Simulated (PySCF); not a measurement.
Compound: C5H10B2Si.
Structure used (PBE0-D3(BJ)/def2-SVP), in Å, numbered top down from 1:
```xyz
18
C5H10B2Si angstrom
Si    -2.6286    0.1738   -0.4556
C     -1.4840   -0.6583    0.8144
B     -0.0544   -0.1826    0.4522
C      0.5413    1.1302    1.0842
C      1.8268    1.4832    0.8523
B      2.7188    0.6204   -0.1018
C      2.1017   -0.6239   -0.8242
C      0.8161   -0.9759   -0.5921
H     -2.2855   -0.2694   -1.8402
H     -4.0478   -0.2009   -0.1701
H     -2.5043    1.6607   -0.3850
H     -1.6537   -1.7403    0.6903
H     -1.8454   -0.3238    1.8003
H     -0.0756    1.7462    1.7545
H      2.2344    2.3796    1.3382
H      3.8780    0.9207   -0.2888
H      2.7042   -1.2177   -1.5244
H      0.3940   -1.8504   -1.1083
```

Linear response at CAM-B3LYP/def2-SVPD (PySCF, frozen core in the response, non-relativistic). The structure is a single PBE0-D3(BJ)/def2-SVP conformer in the gas phase; no vibrational or solvent corrections.

Static isotropic polarisability: 113.74 au (16.85 Å³), principal values 83.1, 103.1, 155.0 au.

Q: What is the polarisability at 1064 nm and at the sodium D line?

A: 115.34 au at 1064 nm (+1.4 %), 119.36 au at 589.3 nm (+4.9 %). The rise at 589.3 nm is 3.51 times that at 1064 nm; a pure ω² law gives 3.26. The lowest singlet lies at 372 nm, shorter than both wavelengths.

Q: What is the isotropic C6 coefficient between two such molecules, C6 = (3/π)∫α(iω)² dω?

A: 4452 au (Eh·bohr⁶) by a ten-point quadrature over imaginary frequencies, which is 2660 eV·Å⁶ or 257 J·nm⁶/mol.

Q: Which effective excitation energy ω̄ makes London's formula C6 = (3/4)α²ω̄ exact here?

A: ω̄ = 4·C6/(3α²) = 0.459 Eh = 12.5 eV. A one-pole form α(ω) = α/(1 − ω²/ω̄²) fitted to the 1064 nm value gives 9.9 eV.

Q: The lowest 6 singlets have (eV, f): 3.33, 0.000; 3.53, 0.000; 4.41, 0.024; 4.68, 0.062; 5.31, 0.285; 5.76, 0.000. What share of the static polarisability do they carry in the sum over states α = Σ f/ω²?

A: 10.55 au, 9.3 % of α; the largest term, 7.50 au, is that of the state at 5.31 eV. Their oscillator strengths add up to 0.37. Higher states carry the rest.

Q: How many electrons N does the Slater–Kirkwood formula C6 = (3/4)·√N·α^(3/2) need to give this C6?

A: N = (4·C6/3)²/α³ = 23.9; the species has 64 electrons in all.

Q: What three-body coefficient follows from the one-pole estimate C9 = (3/4)·α·C6?

A: 380000 au. This is an estimate from the two numbers above, not a computed integral.

Q: What n − 1 at the D line would an ideal gas of it have at 273.15 K and 1 atm (2.6868 × 10¹⁹ cm⁻³), by n − 1 = 2π·N·α′?

A: 29.86 × 10⁻⁴, a formal value whether or not that pressure can be reached.

Q: How anisotropic is the static polarisability, by Δα² = ½[(α1 − α2)² + (α2 − α3)² + (α3 − α1)²]?

A: Δα = 64.2 au, or 0.56 of the isotropic value.

The run took 77 s on x86-64 server, one thread (shared host). This is the whole response run at CAM-B3LYP/def2-SVPD, SCF included.
